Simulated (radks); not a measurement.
Mn, 25 electrons, occupied as [Ar] 3d5 4s2. Calculated with a radial shooting solver on a logarithmic mesh with Libxc functionals: scalar-relativistic Kohn-Sham, r2SCAN, spin-polarised, spherical densities, finite nucleus; open shells are filled with parallel spins first; meta-GGA in the generalised Kohn-Sham scheme; Fermi nuclear charge, rms radius 3.7057 fm. Some entries of the table are withheld. Estimate them.

orbital,occ.,eigenvalue (eV),<1/r> (bohr^-1),<r> (bohr)
1s down,1,-6451.703,24.92,0.06091
1s up,1,-6451.672,24.92,0.06091
2s up,1,-752.6649,5.316,0.2791
2s down,1,-749.9801,5.330,0.2784
2p up,3,-635.8321,5.199,0.2473
2p down,3,-633.7852,5.211,0.2465
3s up,1,-91.0014,1.660,(1)
3s down,1,-84.3369,1.649,(2)
3p up,3,-58.4447,1.520,0.9037
3p down,3,-51.8062,1.507,0.9105
3d up,5,-8.7072,1.146,1.181
4s up,1,-5.7588,0.4397,2.961
4s down,1,-4.5564,0.3750,3.396
3d down,0,-2.7383,1.029,1.458

Answer. 
(1) 3s up <r> (bohr): 0.8509
(2) 3s down <r> (bohr): 0.8547
